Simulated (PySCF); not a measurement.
**Unknown: peak-picked proton spectrum**

Formula C₇H₇F. The spectrum was simulated from the full spin Hamiltonian at 400 MHz with 0.6 Hz Lorentzian lines, from shifts rounded to 0.01 ppm and J to 0.1 Hz, couplings under 1 Hz left out.

Maxima in ppm (height), grouped by integral:
2H: 7.326 (2), 7.320 (17), 7.318 (12), 7.315 (3), 7.309 (5), 7.305 (17), 7.302 (16), 7.299 (33), 7.294 (11), 7.289 (5), 7.286 (22), 7.282 (17), 7.281 (15), 7.277 (16), 7.274 (9), 7.265 (13), 7.262 (8)
2H: 7.149 (39), 7.129 (41), 7.113 (25), 7.108 (25), 7.090 (26), 7.088 (30), 7.082 (2), 7.070 (2), 7.066 (21)
3H: 2.335 (93), 2.333 (93), 2.327 (100), 2.325 (99)

¹³C{¹H} NMR (computed): δ 169.1 (C, d, J = 310.3 Hz), 136.7 (CH, d, J = 2.5 Hz), 133.0 (CH, d, J = 5.1 Hz), 130.3 (C, d, J = 14.0 Hz), 128.5 (CH), 119.8 (CH, d, J = 19.0 Hz), 17.7 (CH3, d, J = 4.3 Hz).

Averaged over atoms made equivalent by symmetry, fast rotation or ring inversion, relativity neglected, gas phase, one computed conformer. Shielding tensors at PBE0/pcSseg-1 (GIAO); coordinates at the PBE0-D3(BJ)/def2-SVP level; J couplings at B3LYP/pcJ-1 (spin–dipole term only in couplings to heteroatoms); PySCF.

Referencing at the same level of theory: ¹H (σ = 31.27 ppm), ¹³C (σ = 184.41 ppm) vs TMS.

Question: Analyse the multiplets.

Answer: ¹H NMR (400 MHz, computed): δ 7.30 (m, 1H), 7.29 (m, 1H), 7.13 (m, 1H), 7.09 (m, 1H), 2.33 (dd, J = 3.4, 1.0 Hz, 3H). These are first-order names from the parameters used; overlap and second-order distortion can hide them in the list.

Question: What is the compound?

Answer: SMILES Cc1ccccc1F.

Structure with atom numbers: `[CH3:1][c:2]1[cH:3][cH:4][cH:5][cH:6][c:7]1[F:8]`. Each H is labelled by its parent atom.

δ 7.30: H(C3), hydrogen on an aromatic CH, coupled to H(C4) (8.3 Hz), F8 (7.2 Hz), H(C5) and H(C1) (1.1 Hz). δ 7.29: H(C5), hydrogen on an aromatic CH, coupled to H(C6) (9.1 Hz), H(C4) (8.3 Hz), F8 (4.8 Hz), H(C3) (1.4 Hz). δ 7.13: H(C4), hydrogen on an aromatic CH, coupled to H(C5) and H(C3) (8.3 Hz). δ 7.09: H(C6), hydrogen on an aromatic CH, coupled to F8 (9.9 Hz), H(C5) (9.1 Hz). δ 2.33: H(C1), hydrogen on a methyl carbon on an aromatic ring, coupled to F8 (3.4 Hz), H(C3) (1.0 Hz).

The data come from this structure; uniqueness wasn't tested.

C–F couplings over four or more bonds (about 3 Hz to the para carbon of a fluoroarene) are left out. Common functionals overestimate the size of one-bond C–F couplings by tens of Hz; these are unscaled. Splittings below 1 Hz are ignored in the labels, and close J values are merged. Unscaled 3J(H,H) at this level run about 9 % above measured values. Shifts are as computed. Against solution values, carbons near 30 ppm lie about +2 ppm off and those near 130 ppm about +4 ppm. Of 246 compounds with measured shifts, 49 miss one by over three times the rms of a fit or turn the order of signals round; such compounds aren't used in these exercises.
